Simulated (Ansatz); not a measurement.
```yaml
crystal:
  periodic: [false, false, false]
  atoms:
    - {symbol: N, position_ang: [-1.642844, 0.339477, -0.910852]}
    - {symbol: Al, position_ang: [-0.155744, 0.130707, -0.097409]}
    - {symbol: Al, position_ang: [0.285357, -2.429659, 0.422982]}
    - {symbol: Ga, position_ang: [1.287976, 2.064337, 0.446670]}
    - {symbol: H, position_ang: [-2.414985, -0.349643, -1.161850]}
    - {symbol: H, position_ang: [-2.019855, 1.337602, -1.221604]}
    - {symbol: H, position_ang: [1.646842, -2.923046, 1.029032]}
    - {symbol: H, position_ang: [-0.779838, -3.556185, 0.225163]}
    - {symbol: H, position_ang: [1.331572, 2.831252, 1.810593]}
    - {symbol: H, position_ang: [2.428805, 2.617741, -0.519784]}
basis:
  gaussian: {orbitals: def2-SVP}
total_charge: -2
hamiltonian: {xc: {name: BHLYP}, dispersion: d3bj}
```

```sh
$ ansatz run in.yaml --threads 4 --pin off --events-out ev --progress --plain --max-ram 10444MiB
```

It prints (some lines left out):

```
Functional definition: BHLYP
  name "BHLYP"
  cite "Becke, J. Chem. Phys. 98, 1372 (1993) doi:10.1063/1.464304"
  cite "Becke, Phys. Rev. A 38, 3098 (1988) doi:10.1103/PhysRevA.38.3098"
  cite "Lee, Yang & Parr, Phys. Rev. B 37, 785 (1988) doi:10.1103/PhysRevB.37.785"
  parameter a = 0.5
  exchange = (1 - a)*b88_x + a*exact_x
  correlation = lyp_c
1094 factors; integrals over basis functions are off by at most 1.2e-3 eV
mean field evaluation 1: about -67138.2797 eV, gradient 2.6e1 eV
mean field evaluation 2: about -67136.6970 eV, gradient 3.3e1 eV
mean field evaluation 4: about -67141.4709 eV, gradient 5.5e0 eV
mean field evaluation 8: about -67141.7850 eV, gradient 3.8e-1 eV
mean field evaluation 16: about -67141.7861 eV, gradient 1.0e-2 eV
mean field -67141.78612602 eV, -2467.4151297941 hartree, gradient 6.6e-5 eV, S^2 0.000000; 0 other end points of the search recorded, 0 dependent functions left out
reference -67141.78633978 eV, -2467.4151376497 hartree; 36, 36 occupied and 76, 76 virtual orbitals, 1094 factors
Total energy: -67142.09066526 eV, -2467.4263214048 hartree
```

(1) Something in this input is off. What?

Answers

(1) The charge is far from anything that the molecule holds. Self-consistency was reached. The result belongs to that input, not to the molecule as meant.
